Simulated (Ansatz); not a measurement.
BrCl₂FTi (`[F][Ti]([Cl])([Cl])[Br]`). Total charge 0; spin multiplicity 1. The structure was optimised at the PBE0-D4/def2-TZVP level.

```xyz
5

F     0.991   -0.809    1.303
Ti    0.076   -0.038    0.052
Cl    0.811    1.978   -0.239
Cl    0.282   -1.163   -1.787
Br   -2.159    0.032    0.672
```

(1) What is the dipole moment at ωB97M-V/def2-TZVPP? (Estimate.)

(2) And with PBE, r2SCAN, B3LYP? (Estimate.)

(3) Give the Mulliken charges with ωB97M-V, B3LYP, PBE in def2-TZVPP. (Estimate.)

Answers

(1) Ansatz gave: 0.26 D, with components (-0.17, 0.11, -0.16) D in this frame, pointing from negative to positive charge.

(2) Ansatz gave: PBE 0.31 D, r2SCAN 0.29 D, B3LYP 0.39 D.

(3) The calculation gave: 
| atom | ωB97M-V | B3LYP | PBE |
| --- | --- | --- | --- |
| F1 | -0.33 | -0.35 | -0.30 |
| Ti2 | 0.68 | 0.83 | 0.71 |
| Cl3 | -0.13 | -0.18 | -0.16 |
| Cl4 | -0.13 | -0.18 | -0.16 |
| Br5 | -0.09 | -0.12 | -0.10 |

B3LYP here is the variant with VWN-RPA as its local correlation; programs differ in this.
